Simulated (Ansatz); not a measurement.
Reaction: H4BSiO (SMILES BO[SiH2], doublet) → H4BSiO (SMILES [BH]O[SiH3], doublet)
Each species at its own B3LYP-D3(BJ)/def2-TZVP minimum (Ansatz, a program for electronic structure).

Total energies in hartree (Ansatz). Radicals and triplets start from unrestricted determinants; spin-orbit coupling is neglected. Correlated methods leave the cores frozen. No relativity.

| species | HF/cc-pV(T+d)Z | CCSD(T)/cc-pV(T+d)Z | HF/cc-pV(Q+d)Z | CCSD(T)/cc-pV(Q+d)Z | CCSD(T)/cc-pV(D+d)Z | CCSDT(Q)/cc-pV(D+d)Z |
|---|---|---|---|---|---|---|
| 1: H4BSiO (SMILES BO[SiH2], doublet) | -390.89644 | -391.38375 | -390.90828 | -391.42584 | -391.23834 | -391.24004 |
| 2: H4BSiO (SMILES [BH]O[SiH3], doublet) | -390.88219 | -391.36536 | -390.89425 | -391.40803 | -391.22027 | -391.22196 |

Q: Work out the isomerisation energy (electronic) in kcal/mol: take Hartree-Fock from cc-pV(Q+d)Z, extrapolate the CCSD(T) correlation energy as X^-3 (X = 3, 4), and add CCSDT(Q) - CCSD(T) in cc-pV(D+d)Z. 1 hartree = 627.51 kcal/mol.

A: 
Species 1: correlation (64·(-0.51756) - 27·(-0.48731))/37 = -0.53963; step -0.00170; E1 = -390.90828 + (-0.53963) + (-0.00170) = -391.44961
Species 2: correlation (64·(-0.51378) - 27·(-0.48317))/37 = -0.53612; step -0.00169; E2 = -390.89425 + (-0.53612) + (-0.00169) = -391.43206
-1·E1 +1·E2 = 0.01755 hartree = 11.0 kcal/mol.
